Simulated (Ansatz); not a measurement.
The cluster Sr₄S₅⁻, relaxed as a doublet with UKS r2SCAN-D4/def2-SVP in Ansatz, starting from packed atoms. Force threshold 0.03 eV/Å.

In the def2 sets Sr takes a core potential; there is no spin–orbit coupling. Another isomer (doublet) lies 2.66 eV lower at PBE0-D4/def2-TZVPD; other spin states weren't run for this one.

Start:

Cartesian coordinates in Å:
```
Sr -0.995 -1.890 4.239
Sr 3.200 -3.082 0.026
Sr -0.188 1.960 -2.726
Sr -3.172 2.381 0.800
S -2.725 0.491 3.256
S 1.402 -3.091 2.482
S 2.250 0.347 -4.192
S 2.895 -0.868 -2.122
S -2.668 3.752 -1.762
```

Problem. Estimate the energy that the relaxation releases and the steps that it takes.

Solution. 605.8 kJ/mol, in 20 steps; 6.7 min on 4 threads of Intel Xeon on a shared host. The force fell under the threshold at step 19, but the optimiser went on. No frequencies were taken in this run, so the end may be a saddle point.

Problem. Does the start keep its bonding?

Solution. Bonds formed: Sr2–S7, Sr3–S8 (atoms count from 1). Metal–metal contacts that move far: Sr2–Sr3 6.67 to 4.06 Å, Sr1–Sr2 6.06 to 4.12 Å, Sr1–Sr4 5.90 to 4.30 Å.

Problem. Predict the relaxed structure.

Solution. 
```xyz
9

Sr   -0.692   -1.188    2.307
Sr    2.322   -1.982   -0.389
Sr    0.134    1.161   -1.726
Sr   -3.023    2.189    1.023
S    -2.810    0.418    3.064
S     1.427   -2.929    1.983
S     1.635   -0.986   -3.008
S     2.935    0.390   -1.904
S    -1.930    2.926   -1.349
```
Bond lengths (bridged metal pairs left out): 10 × S–Sr 2.71 to 2.92 Å; 1 × S–S 2.19 Å.
